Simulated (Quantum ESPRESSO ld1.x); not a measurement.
Values are calculated unless marked as measured or tabulated.
All-electron atom: Ta31+ in [Kr] 4d6. Level of theory: scalar-relativistic Kohn-Sham, LDA (Slater exchange, Perdew-Zunger correlation), spin-polarised, spherical densities, point nucleus; open shells are filled with parallel spins first (ld1.x of Quantum ESPRESSO 7.5).

Radial electron density D(r) = 4 pi r^2 rho(r):

```
   r/bohr * D(r) (the largest magnitude, 134, reaches the edge; | marks zero)
 0.002615 |           *
 0.002948 |             *
 0.003324 |               *
 0.003748 |                  *
 0.004226 |                    *
 0.004803 |                       *
 0.005416 |                          *
 0.006106 |                             *
 0.006885 |                                *
 0.007762 |                                   *
 0.008752 |                                     *
 0.009868 |                                       *
  0.01122 |                                        *
  0.01265 |                                        *
  0.01426 |                                        *
  0.01608 |                                       *
  0.01813 |                                      *
  0.02044 |                                    *
  0.02323 |                                    *
  0.02619 |                                    *
  0.02953 |                                     *
  0.03329 |                                        *
  0.03754 |                                            *
  0.04232 |                                                *
   0.0481 |                                                    *
  0.05423 |                                                      *
  0.06115 |                                                      *
  0.06894 |                                                    *
  0.07773 |                                                *
  0.08765 |                                            *
  0.09961 |                                         *
   0.1123 |                                          *
   0.1266 |                                            *
   0.1428 |                                               *
    0.161 |                                                *
   0.1815 |                                             *
   0.2046 |                                      *
   0.2326 |                             *
   0.2622 |                      *
   0.2957 |                  *
   0.3334 |                 *
   0.3759 |                  *
   0.4238 |                  *
   0.4817 |               *
   0.5431 |           *
   0.6123 |      *
   0.6904 |  *
   0.7784 |*
   0.8777 *
   0.9975 *
    1.125 *
    1.268 *
     1.43 *
```

D(r) has 4 maxima, at r = 0.0126, 0.0574, 0.157, 0.394 bohr, and minima at 0.0242, 0.104, 0.318 bohr, inside which lie 1.90, 11.06, 29.17 electrons.
